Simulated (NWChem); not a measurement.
A series in which one site is exchanged, each optimised at B3LYP/6-31G* with NWChem, gas phase unless a solvent is named. All stand in one matching conformer (torsions within 35°), which need not be the lowest. Pople sets run with spherical d functions. This build's default masses of Se (78.918 u) and Br (79.917 u) are each other's, which moves their modes by up to 0.6 %. Shieldings are non-relativistic GIAO values without spin-orbit effects.

A: C=C[SiH](F)Cl (C2H4ClFSi; site = F)
B: C=C[SiH](Cl)Br (C$_{2}$H$_{4}$BrClSi; site = Br)
C: C([SiH2]Cl)=C (C2H5ClSi; site = H)
D: C=C[SiH](Cl)Cl (C₂H₄Cl₂Si; site = Cl)

```json
[
 {"quantity": "SMD solvation free energy in n-hexane, B3LYP/6-31G* (kcal/mol)", "A": "-2.8", "B": "-4.2", "C": "[?]", "D": "-3.8"},
 {"quantity": "29Si shift against tetramethylsilane, PBE/pcSseg-1 (ppm)", "A": "8.4", "B": "24.5", "C": "[?]", "D": "20.7"},
 {"quantity": "29Si shift against tetramethylsilane, B3LYP/6-31G* (ppm)", "A": "20.7", "B": "43.3", "C": "[?]", "D": "37.6"}
]
```

Question: Complete the blanks.

Answer: 
- SMD solvation free energy in n-hexane, B3LYP/6-31G* (kcal/mol), C: -2.6
- 29Si shift against tetramethylsilane, PBE/pcSseg-1 (ppm), C: -10.0
- 29Si shift against tetramethylsilane, B3LYP/6-31G* (ppm), C: 11.2
